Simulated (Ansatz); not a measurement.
```yaml
crystal:
  periodic: [false, false, false]
  atoms:
    - {symbol: Li, position_ang: [0.719848, 0.358022, -1.406473]}
    - {symbol: Li, position_ang: [0.904247, -0.652804, 1.214933]}
    - {symbol: Li, position_ang: [-1.604894, 0.212273, 0.088065]}
    - {symbol: Na, position_ang: [0.422722, 2.782663, 1.079929]}
    - {symbol: Na, position_ang: [-0.472261, -2.794742, -1.027143]}
basis:
  gaussian: {orbitals: "6-31++G**"}
total_charge: 1
magnetization: {spin_polarized: true, initial_magnetization: 0}
hamiltonian: {xc: {name: BHLYP}}
scf: {lower_state_search: light}
output: {forces: true}
```

```sh
$ ansatz run in.yaml --threads 4 --pin off --events-out ev --progress --plain --max-ram 3916MiB
```

Shortened log:

```
Functional definition: BHLYP
930 factors; integrals over basis functions are off by at most 5.6e-4 eV
mean field evaluation 1: about -9439.4403 eV, gradient 6.2e0 eV
mean field evaluation 2: about -9439.9988 eV, gradient 2.1e0 eV
mean field evaluation 4: about -9440.0906 eV, gradient 2.1e-1 eV
mean field evaluation 8: about -9440.1978 eV, gradient 1.2e-2 eV
mean field evaluation 16: about -9440.1978 eV, gradient 1.4e-4 eV
mean field evaluation 32: about -9439.9409 eV, gradient 1.3e0 eV
mean field -9440.19782475 eV, -346.9208712638 hartree, gradient 2.5e-6 eV, S^2 0.000000; 4 other end points of the search recorded, 0 dependent functions left out
reference -9440.19802350 eV, -346.9208785675 hartree; 15, 15 occupied and 88, 88 virtual orbitals, 930 factors
Total energy: -9440.19802350 eV, -346.9208785675 hartree
Atom 0 at     0.719848     0.358022    -1.406473 Å, force     0.003632     0.006136     0.068100 eV/Å
Atom 1 at     0.904247    -0.652804     1.214933 Å, force    -0.117951     0.081223    -0.080392 eV/Å
Atom 2 at    -1.604894     0.212273     0.088065 Å, force     0.108108    -0.019855     0.069629 eV/Å
Atom 3 at     0.422722     2.782663     1.079929 Å, force     0.001795    -0.053303    -0.037035 eV/Å
Atom 4 at    -0.472261    -2.794742    -1.027143 Å, force     0.004415    -0.014202    -0.020303 eV/Å
Dipole moment:     0.011931    -0.012796     0.003277 e Å
```

It took 8 s on 4 threads of Arm Neoverse V2 on a shared host.

The 6-31G sets use Cartesian d functions.

The dipole of an ion depends on the origin.
